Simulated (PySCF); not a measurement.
Simulation results for AlBClFH$_{2}$, AlBFH$_{4}$Si, AlBFH$_{2}$

Calculation on a computer-drawn molecule: the log of a Hartree-Fock and frozen-core CCSD(T) single point meant for a local Hartree-Fock minimum, with one planted fault or none, to be diagnosed. Offsets are logged minus clean, where the clean run is the same molecule without the fault. The reference is restricted for singlets and unrestricted otherwise, and also for a bond in bohr or an excited solution. Adding or removing an electron swaps singlet and doublet. The excited solution moves the top pair (singlet) or top alpha electron (doublet) to the lowest empty orbital. Highest occupied and lowest empty are orbital energies over both spins, largest force is the largest gradient component, triples share is (T) over the correlation energy, the T1 limit is 0.02 restricted and 0.045 unrestricted, electrons count all cores, a negative frequency is imaginary (commonest isotopes), and the dipole is about the centre of nuclear charge. Program: PySCF 2.14.0.

Common to all runs: meant charge 0; meant basis cc-pV(D+d)Z; logged SCF converged yes; logged CC converged yes; logged SCF stable within its kind yes; possible faults no fault, one electron removed, one electron added, multiplicity raised by two, geometry at a saddle point, SCF held on an excited solution, minimal basis STO-3G, one bond length entered in bohr, all coordinates scaled.

(1) AlBClFH$_{2}$

Logged structure:
```xyz
6
AlBClFH2
F      0.9634    -0.0512     0.7351
B      0.3199    -1.1936     0.5364
Al    -1.7819    -1.5178     0.9056
Cl     1.3390    -2.5205    -0.0860
H     -2.8296    -1.2722    -0.2512
H     -2.2599    -2.0401     2.3179
```

```
meant multiplicity                   : 1
logged electrons                     : 46
logged basis functions               : 30
logged spin squared                  : 0
logged highest occupied              : -8.0287 eV
logged lowest empty                  : 7.2084 eV
logged largest force                 : 0.03969 hartree/bohr
logged T1 diagnostic                 : 0.01569
logged D1 diagnostic                 : 0.066684
logged triples share                 : 0.047709
logged dipole magnitude              : 2.6071 debye
logged energy HF                     : -817.24762 hartree
logged energy CCSD(T)                : -817.37427 hartree
planted fault                        : minimal basis STO-3G
HF energy offset from clean run      : 5988 kcal/mol
CCSD(T) energy offset from clean run : 6232 kcal/mol
```

Drawn bonds:
| atom | other atom | order |
| --- | --- | --- |
| 1 | 2 | 1 |
| 2 | 3 | 1 |
| 2 | 4 | 1 |
| 3 | 5 | 1 |
| 3 | 6 | 1 |

(2) AlBFH$_{4}$Si

Logged structure:
```xyz
8
AlBFH4Si
F     -0.4493     0.4489     0.0905
B      0.4439    -0.5491     0.2248
Al     0.8290    -1.8401    -1.4855
Si     1.2433    -0.7926     2.1140
H      2.0907    -1.6479    -2.4395
H      0.1785    -1.0046     3.1278
H      2.1527    -1.9681     2.1419
H      2.0292     0.4093     2.4948
```

```
meant multiplicity                   : 2
logged electrons                     : 45
logged basis functions               : 94
logged spin squared                  : 0.7938
logged highest occupied              : -7.8272 eV
logged lowest empty                  : 0.48824 eV
logged largest force                 : 2.239e-05 hartree/bohr
logged lowest frequency              : 47.514 cm⁻¹
logged T1 diagnostic                 : 0.021703
logged D1 diagnostic                 : 0.086835
logged triples share                 : 0.024938
logged dipole magnitude              : 0.89447 debye
logged energy HF                     : -657.28955 hartree
logged energy CCSD(T)                : -657.76435 hartree
planted fault                        : no fault
HF energy offset from clean run      : 0 kcal/mol
CCSD(T) energy offset from clean run : 0 kcal/mol
```

Drawn bonds:
| atom | other atom | order |
| --- | --- | --- |
| 1 | 2 | 1 |
| 2 | 3 | 1 |
| 2 | 4 | 1 |
| 3 | 5 | 1 |
| 4 | 6 | 1 |
| 4 | 7 | 1 |
| 4 | 8 | 1 |

(3) AlBFH$_{4}$Si

Logged structure:
```xyz
8
AlBFH4Si
F     -0.4772     0.4767     0.0962
B      0.4714    -0.5832     0.2388
Al     0.8804    -1.9542    -1.5776
Si     1.3204    -0.8418     2.2450
H      2.2203    -1.7501    -2.5907
H      0.1895    -1.0669     3.3217
H      2.2862    -2.0902     2.2747
H      2.1550     0.4347     2.6495
```

```
meant multiplicity                   : 2
logged electrons                     : 45
logged basis functions               : 94
logged spin squared                  : 0.79
logged highest occupied              : -8.0066 eV
logged lowest empty                  : 0.34358 eV
logged largest force                 : 0.042168 hartree/bohr
logged T1 diagnostic                 : 0.021932
logged D1 diagnostic                 : 0.08424
logged triples share                 : 0.026402
logged dipole magnitude              : 1.3767 debye
logged energy HF                     : -657.2677 hartree
logged energy CCSD(T)                : -657.74636 hartree
planted fault                        : all coordinates scaled, by +6.2 %
HF energy offset from clean run      : 13.71 kcal/mol
CCSD(T) energy offset from clean run : 11.29 kcal/mol
```

Drawn bonds:
| atom | other atom | order |
| --- | --- | --- |
| 1 | 2 | 1 |
| 2 | 3 | 1 |
| 2 | 4 | 1 |
| 3 | 5 | 1 |
| 4 | 6 | 1 |
| 4 | 7 | 1 |
| 4 | 8 | 1 |

(4) AlBFH$_{2}$

Logged structure:
```xyz
5
AlBFH2
F     -2.9398    -0.9918     1.9150
B     -1.8131    -1.5026     1.5519
Al    -0.0354    -2.3079     0.9794
H      0.4999    -1.9173    -0.4493
H      0.6797    -3.2653     2.0051
```

```
meant multiplicity                   : 2
logged electrons                     : 29
logged basis functions               : 21
logged spin squared                  : 0.7626
logged highest occupied              : -3.5428 eV
logged lowest empty                  : 7.9621 eV
logged largest force                 : 0.050339 hartree/bohr
logged T1 diagnostic                 : 0.024938
logged D1 diagnostic                 : 0.092682
logged triples share                 : 0.051141
logged dipole magnitude              : 0.54027 debye
logged energy HF                     : -362.51826 hartree
logged energy CCSD(T)                : -362.63127 hartree
planted fault                        : minimal basis STO-3G
HF energy offset from clean run      : 2927 kcal/mol
CCSD(T) energy offset from clean run : 3078 kcal/mol
```

Drawn bonds:
| atom | other atom | order |
| --- | --- | --- |
| 1 | 2 | 1 |
| 2 | 3 | 1 |
| 3 | 4 | 1 |
| 3 | 5 | 1 |
